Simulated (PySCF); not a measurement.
Species: CH₁₃N₃Si₄.
Cartesian coordinates in Å at the PBE0-D3(BJ)/def2-SVP level; atoms count from 1:
```
atom  x, y, z in Å
Si1    2.7442    0.2067    0.3904
C2     1.7319    1.4121   -0.6378
Si3   -0.1079    1.0597   -0.6957
N4    -0.3482   -0.5557   -1.3200
Si5   -1.8523   -1.3948   -1.1154
N6    -2.8028   -0.3600   -0.0833
Si7   -2.3127    0.5411    1.3267
N8    -0.7481    1.1732    0.9269
H9     2.2298    0.1539    1.7947
H10    4.1843    0.6069    0.4378
H11    2.6641   -1.1724   -0.1843
H12    1.8788    2.4310   -0.2388
H13    2.1276    1.4209   -1.6682
H14   -0.8038    2.0497   -1.5694
H15    0.4744   -1.0845   -1.5934
H16   -2.6592   -1.5864   -2.3625
H17   -1.5725   -2.7594   -0.5620
H18   -3.7784   -0.2605   -0.3476
H19   -2.1904   -0.2571    2.5895
H20   -3.3855    1.5608    1.5545
H21   -0.0831    1.3178    1.6808
```

Theory: PBE0-D3(BJ)/def2-SVP geometry optimisation, gas phase in PySCF 2.14.0.

Masses are those of the commonest isotopes; rigid-rotor values at the optimised geometry. The values belong to one conformer with, in the numbering `[SiH3:1][CH2:2][SiH:3]1[NH:4][SiH2:5][NH:6][SiH2:7][NH:8]1`, Si1–C2–Si3–N4 -58°, C2–Si3–N4–Si5 163°, Si3–N4–Si5–N6 -6°, N4–Si5–N6–Si7 -42°, Si5–N6–Si7–N8 40°.

(1) Give the principal moments of inertia and the rotational constants in MHz.

(2) What kind of rotor is it?

(3) Is it planar, by Δ = Ic − Ia − Ib?

(4) Give the other two planar moments, Paa and Pbb, and the rms extents of the mass along the axes.

(5) Where do the levels up to J = 3 lie, in MHz?

(6) Which types of transition are allowed, and where do some lines up to J = 5 fall?

Results:

(1) Ia = 315.63, Ib = 765.94, Ic = 911.49 u·Å²; 505379 MHz·u·Å²/I gives A = 1601, B = 659.8, C = 554.5 MHz.

(2) An asymmetric top; Ray's κ = -0.799.

(3) Not planar: Δ = Ic − Ia − Ib = -170.09 u·Å². For a rigid frame Δ = −2 Σ m c², so Σ m c² = 85.04 u·Å² lies off the ab plane: 22.59 from hydrogen and 62.46 from heavier atoms. The atom farthest from that plane is 2.40 Å away.

(4) Paa = Σ m a² = (Ib + Ic − Ia)/2 = 680.90 and Pbb = Σ m b² = (Ia + Ic − Ib)/2 = 230.59 u·Å². With the mass M = 179.02 u, the rms extents √(P/M) along a, b and c are 1.95, 1.13, 0.69 Å.

(5) Above 0(0,0):
J = 1: 1(0,1) 1214, 1(1,1) 2156, 1(1,0) 2261
J = 2: 2(0,2) 3634, 2(1,2) 4479, 2(1,1) 4795, 2(2,1) 7619, 2(2,0) 7627
J = 3: 3(0,3) 7244, 3(1,3) 7959, 3(1,2) 8590, 3(2,2) 11262, 3(2,1) 11303, 3(3,1) 16237, 3(3,0) 16237
Those of J = 1 are B + C, A + C and A + B.

(6) The dipole components are |μa| = 0.79 D, |μb| = 0.05 D, |μc| = 0.26 D. Intensities carry the squares of the components, which stand as 1.00 : 0.00 : 0.11 (a : b : c). Some lines, for components of 0.1 D or more:

```
type  branch         J(Ka,Kc)   MHz  lower level (cm⁻¹)
   a       Q  2(1,1) ← 2(1,2)   316               0.149
   c       Q  5(1,5) ← 5(0,5)   426               0.598
   c       Q  1(1,1) ← 1(0,1)   941               0.041
   a       Q  4(1,3) ← 4(1,4)  1051               0.420
   a       R  1(0,1) ← 0(0,0)  1214               0.000
   a       Q  5(1,4) ← 5(1,5)  1569               0.613
   c       R  1(1,0) ← 0(0,0)  2261               0.000
   c       R  2(1,1) ← 1(0,1)  3581               0.041
   a       R  3(0,3) ← 2(0,2)  3610               0.121
   c       Q  5(3,3) ← 5(2,3)  4765               0.749
   c       Q  4(3,2) ← 4(2,2)  4875               0.542
   c       Q  3(3,1) ← 3(2,1)  4934               0.377
   c       R  2(2,0) ← 1(1,0)  5366               0.075
   c       R  2(2,1) ← 1(1,1)  5463               0.072
   a       R  5(2,4) ← 4(2,3)  6053               0.537
   a       R  5(4,2) ← 4(4,1)  6090               0.936
   a       R  5(4,1) ← 4(4,0)  6090               0.936
   a       R  5(3,3) ← 4(3,2)  6096               0.704
   a       R  5(3,2) ← 4(3,1)  6105               0.704
   c       R  3(2,2) ← 2(1,2)  6783               0.149
   c       Q  5(4,2) ← 5(3,2)  6927               0.908
   c       Q  4(4,1) ← 4(3,1)  6941               0.704
   c       R  4(2,3) ← 3(1,3)  8154               0.265
   c       R  3(3,0) ← 2(2,0)  8610               0.254
   c       R  5(2,3) ← 4(1,3)  8800               0.455
   c       R  5(2,4) ← 4(1,4)  9576               0.420
```

Not checked by PBE0-D3(BJ)/def2-SVP frequencies. Zero-point vibration and centrifugal distortion are left out. A rigid rotor knows nothing of inversion at nitrogen or internal rotation, which can split or shift real lines. Quadrupole hyperfine structure (14N) is left out.

Cost: about 9 min of CPU time on one thread; the machine was shared, so the figure is rough. That covers the optimisation of the geometry.
